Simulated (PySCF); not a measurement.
## Calculated data, CH₄Al, CH₆Al, CH₅Al₂

Calculation on a computer-drawn molecule: the log of a Hartree-Fock and frozen-core CCSD(T) single point meant for a local Hartree-Fock minimum, with one planted fault or none, to be diagnosed. Offsets are logged minus clean, where the clean run is the same molecule without the fault. The reference is restricted for singlets and unrestricted otherwise, and also for a bond in bohr or an excited solution. Adding or removing an electron swaps singlet and doublet. The excited solution moves the top pair (singlet) or top alpha electron (doublet) to the lowest empty orbital. Highest occupied and lowest empty are orbital energies over both spins, largest force is the largest gradient component, triples share is (T) over the correlation energy, the T1 limit is 0.02 restricted and 0.045 unrestricted, electrons count all cores, a negative frequency is imaginary (commonest isotopes), and the dipole is about the centre of nuclear charge. Program: PySCF 2.14.0.

Common to all runs: logged SCF converged yes; possible faults no fault, one electron removed, one electron added, multiplicity raised by two, geometry at a saddle point, SCF held on an excited solution, minimal basis STO-3G, one bond length entered in bohr, all coordinates scaled.

(1) 
```xyz
6
formula=CH4Al meant_charge=1 meant_multiplicity=1 meant_basis=cc-pV(D+d)Z logged_electrons=21 logged_basis_functions=57 logged_spin_squared=0.8145 logged_highest_occupied=-26.076 logged_lowest_empty=-15.507 logged_largest_force=0.093515 logged_T1_diagnostic=0.023907 logged_D1_diagnostic=0.07747 logged_triples_share=0.022584 logged_CC_converged=yes logged_dipole_magnitude=1.1746 logged_SCF_stable_within_its_kind=yes logged_energy_HF=-281.2388 logged_energy_CCSD(T)=-281.43616 planted_fault=one_electron_removed HF_energy_offset_from_clean_run=382.5 CCSD(T)_energy_offset_from_clean_run=402.5
C     -1.7868     1.6506    -1.2525
Al    -1.2062     3.3312    -0.5319
H     -1.4517     0.8315    -0.6100
H     -2.8784     1.6273    -1.3159
H     -1.3707     1.5084    -2.2538
H     -0.7385     4.6849     0.0488
```

Units: logged_highest_occupied, logged_lowest_empty in eV; logged_largest_force in hartree/bohr; logged_dipole_magnitude in debye; logged_energy_HF, logged_energy_CCSD(T) in hartree; HF_energy_offset_from_clean_run, CCSD(T)_energy_offset_from_clean_run in kcal/mol.

Drawn bonds:
```
atom  other atom  order
   1           2      1
   1           3      1
   1           4      1
   1           5      1
   2           6      1
```

(2) 
```xyz
8
formula=CH6Al meant_charge=-1 meant_multiplicity=1 meant_basis=aug-cc-pV(D+d)Z logged_electrons=26 logged_basis_functions=109 logged_spin_squared=0 logged_highest_occupied=-5.3039 logged_lowest_empty=3.4311 logged_largest_force=0.0075303 logged_T1_diagnostic=0.01018 logged_D1_diagnostic=0.023039 logged_triples_share=0.026103 logged_CC_converged=yes logged_dipole_magnitude=3.2888 logged_SCF_stable_within_its_kind=yes logged_energy_HF=-283.28449 logged_energy_CCSD(T)=-283.60202 planted_fault=all_coordinates_scaled,by_+1.1_% HF_energy_offset_from_clean_run=0.3749 CCSD(T)_energy_offset_from_clean_run=-0.08449
C     -1.3573     0.5965     1.5978
Al    -0.7437     0.4332    -0.3640
H     -1.5594     1.6516     1.8835
H     -0.5919     0.2114     2.3059
H     -2.2914     0.0255     1.7902
H     -1.9308     1.0259    -1.3772
H      0.6593     1.3093    -0.5903
H     -0.4563    -1.1694    -0.7330
```

Units: logged_highest_occupied, logged_lowest_empty in eV; logged_largest_force in hartree/bohr; logged_dipole_magnitude in debye; logged_energy_HF, logged_energy_CCSD(T) in hartree; HF_energy_offset_from_clean_run, CCSD(T)_energy_offset_from_clean_run in kcal/mol.

Drawn bonds:
```
atom  other atom  order
   1           2      1
   1           3      1
   1           4      1
   1           5      1
   2           6      1
   2           7      1
   2           8      1
```

(3) 
```xyz
8
formula=CH5Al2 meant_charge=1 meant_multiplicity=1 meant_basis=cc-pV(D+d)Z logged_electrons=36 logged_basis_functions=85 logged_spin_squared=0 logged_highest_occupied=-10.766 logged_lowest_empty=-9.3583 logged_largest_force=0.035735 logged_CC_converged=no logged_dipole_magnitude=1.2774 logged_SCF_stable_within_its_kind=no logged_energy_HF=-524.04391 planted_fault=SCF_held_on_an_excited_solution HF_energy_offset_from_clean_run=201.1
C      0.1641    -1.7811    -1.6135
Al     0.3257     0.0163    -0.9048
Al    -0.7861     0.3613     1.5709
H     -0.8833    -2.0932    -1.6801
H      0.6007    -1.8419    -2.6140
H      0.6796    -2.5061    -0.9747
H      0.9398     1.3750    -1.3670
H     -1.4179     0.5745     2.9871
```

Units: logged_highest_occupied, logged_lowest_empty in eV; logged_largest_force in hartree/bohr; logged_dipole_magnitude in debye; logged_energy_HF in hartree; HF_energy_offset_from_clean_run in kcal/mol.

Drawn bonds:
```
atom  other atom  order
   1           2      1
   2           3      1
   1           4      1
   1           5      1
   1           6      1
   2           7      1
   3           8      1
```

Notes: CCSD not converged.

(4) 
```xyz
8
formula=CH5Al2 meant_charge=0 meant_multiplicity=2 meant_basis=cc-pV(D+d)Z logged_electrons=37 logged_basis_functions=85 logged_spin_squared=0.918 logged_highest_occupied=-5.9167 logged_lowest_empty=-0.55999 logged_largest_force=0.017607 logged_dipole_magnitude=1.393 logged_SCF_stable_within_its_kind=no logged_energy_HF=-524.53354 planted_fault=SCF_held_on_an_excited_solution HF_energy_offset_from_clean_run=27.29
C     -0.8653    -2.3740     1.2830
Al    -0.8648    -0.5517     0.5239
Al    -2.4435     0.1938    -1.4171
H      0.1616    -2.7477     1.3790
H     -1.4327    -3.1021     0.6962
H     -1.2865    -2.3619     2.2964
H     -0.0218     0.5637     1.2860
H     -2.1316     0.2506    -2.9821
```

Units: logged_highest_occupied, logged_lowest_empty in eV; logged_largest_force in hartree/bohr; logged_dipole_magnitude in debye; logged_energy_HF in hartree; HF_energy_offset_from_clean_run in kcal/mol.

Drawn bonds:
```
atom  other atom  order
   1           2      1
   2           3      1
   1           4      1
   1           5      1
   1           6      1
   2           7      1
   3           8      1
```

Notes: coupled-cluster numbers left out as unreliable.

(5) 
```xyz
8
formula=CH5Al2 meant_charge=0 meant_multiplicity=2 meant_basis=cc-pV(D+d)Z logged_electrons=37 logged_basis_functions=85 logged_spin_squared=0.7884 logged_highest_occupied=-7.1482 logged_lowest_empty=0.49454 logged_largest_force=8.304e-06 logged_lowest_frequency=53.011 logged_T1_diagnostic=0.019125 logged_D1_diagnostic=0.067989 logged_triples_share=0.0261 logged_CC_converged=yes logged_dipole_magnitude=0.58258 logged_SCF_stable_within_its_kind=yes logged_energy_HF=-524.57703 logged_energy_CCSD(T)=-524.8921 planted_fault=no_fault HF_energy_offset_from_clean_run=0 CCSD(T)_energy_offset_from_clean_run=0
C     -0.8653    -2.3740     1.2830
Al    -0.8648    -0.5517     0.5239
Al    -2.4435     0.1938    -1.4171
H      0.1616    -2.7477     1.3790
H     -1.4327    -3.1021     0.6962
H     -1.2865    -2.3619     2.2964
H     -0.0218     0.5637     1.2860
H     -2.1316     0.2506    -2.9821
```

Units: logged_highest_occupied, logged_lowest_empty in eV; logged_largest_force in hartree/bohr; logged_lowest_frequency in cm⁻¹; logged_dipole_magnitude in debye; logged_energy_HF, logged_energy_CCSD(T) in hartree; HF_energy_offset_from_clean_run, CCSD(T)_energy_offset_from_clean_run in kcal/mol.

Drawn bonds:
```
atom  other atom  order
   1           2      1
   2           3      1
   1           4      1
   1           5      1
   1           6      1
   2           7      1
   3           8      1
```
